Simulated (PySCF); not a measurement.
Computed IR spectrum (relative IR intensity) of a molecule C₄H₁₂OSi. The structure is a stationary point at B3LYP-D3(BJ)/def2-SVP. Other conformers were not sampled. Method: B3LYP-D3(BJ)/def2-SVP run with PySCF. Frequencies are harmonic and unscaled.

Lines under 2 % of the strongest are left out, and lines within 2 cm⁻¹ are merged.

| ν (cm⁻¹) | relative intensity |
|---|---|
| 456 | 3.9 |
| 703 | 9.6 |
| 766 | 20 |
| 852 | 16 |
| 882 | 14 |
| 892 | 4.6 |
| 902 | 100 |
| 959 | 32 |
| 1037 | 4.9 |
| 1126 | 2.3 |
| 1162 | 60 |
| 1182 | 5.4 |
| 1271 | 5.3 |
| 1280 | 23 |
| 1426 | 10.0 |
| 1437 | 2.8 |
| 1445 | 5.1 |
| 1453 | 2.4 |
| 1511 | 2.4 |
| 2207 | 50 |
| 2217 | 47 |
| 2949 | 19 |
| 2963 | 27 |
| 2993 | 19 |
| 3029 | 2.2 |
| 3038 | 7.3 |
| 3054 | 8.0 |
| 3119 | 2.9 |
| 3123 | 2.2 |
| 3126 | 18 |

Problem. Which structure fits?
A) CC(C)[C@@H](O)[SiH3]
B) CC[C@](C)(O)[SiH3]
C) CCOC[SiH2]C
D) CC[SiH2]COC

Solution. C, CCOC[SiH2]C
